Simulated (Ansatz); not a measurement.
Reaction (formal hydrolysis of the Si–C bond): `C=C[SiH2][SiH2]F` + H₂O → `O[SiH2][SiH2]F` + `C=C`

Program: Ansatz. Geometries: PBE0-D4/def2-TZVP. ΔE: electronic, gas phase. CBS: MP2 limit from def2 TZ/QZ plus the TZ coupled-cluster correction, frozen cores. This one scheme is used for every species. Functionals use def2-TZVPP. B3LYP here is the variant with VWN-RPA as its local correlation; programs differ in this. Each species was taken in one conformer, which may not be the lowest.

`C=C[SiH2][SiH2]F`:

```xyz
12

C    -1.700   -0.577   -1.519
C    -0.874   -0.934   -0.539
Si    0.844   -0.247   -0.346
Si    1.004    1.051    1.603
F     0.597    0.151    2.874
H    -1.404    0.129   -2.290
H    -2.708   -0.976   -1.597
H    -1.231   -1.645    0.204
H     1.853   -1.342   -0.272
H     1.161    0.626   -1.511
H     0.074    2.211    1.561
H     2.385    1.554    1.833
```

H₂O:

Z-matrix (Å, degrees):
```
O
H 1 0.960
H 1 0.960 2 105.1
```

`O[SiH2][SiH2]F`:

Cartesian coordinates in Å:
```
O 0.119 0.956 -1.673
Si -0.342 0.859 -0.089
Si 0.355 -1.271 0.611
F -0.046 -1.449 2.159
H -0.079 1.760 -2.155
H -1.818 1.014 0.065
H 0.296 1.925 0.736
H 1.828 -1.438 0.502
H -0.312 -2.355 -0.157
```

`C=C`:

Cartesian coordinates in Å:
```
C 0.019 0.595 -0.287
C -0.019 -0.595 0.288
H 0.580 1.418 0.143
H -0.508 0.798 -1.213
H -0.580 -1.418 -0.143
H 0.508 -0.798 1.214
```

```tsv
level	ΔE (kJ/mol)	difference from CCSD(T)/CBS
PBE-D4	-65.2	9.4
r2SCAN-D4	-75.8	-1.2
PBE0-D4	-68.7	5.9
ωB97X-V	-79.3	-4.7
B2PLYP	-83.2	-8.6
PBE	-69.6	5.0
r2SCAN	-77.2	-2.6
PBE0	-72.8	1.8
B3LYP	-85.4	-10.8
HF/def2-TZVPP	-99.0	-24.4
MP2/def2-TZVPP	-75.5	-0.9
SCS-MP2/def2-TZVPP	-80.9	-6.3
HF/def2-QZVPP	-99.6	-25.0
MP2/def2-QZVPP	-74.8	-0.2
HF/CBS(def2)	-99.6	-25.0
CCSD/CBS(def2)	-78.3	-3.7
CCSD(T)/CBS	-74.6	0
```

Largest T1 diagnostic among the species: 0.012.

In def2-TZVPP, CCSD(T) changes the Hartree–Fock value by +23.0 kJ/mol (the triples alone add +3.7 kJ/mol) and MP2 by +23.6 kJ/mol. The D4 term adds +7.0 kJ/mol with B3LYP and +4.1 kJ/mol with PBE0; it sums over pairs of atoms, weighted by their polarisabilities, and B3LYP, whose exchange is more repulsive, gets the larger term.
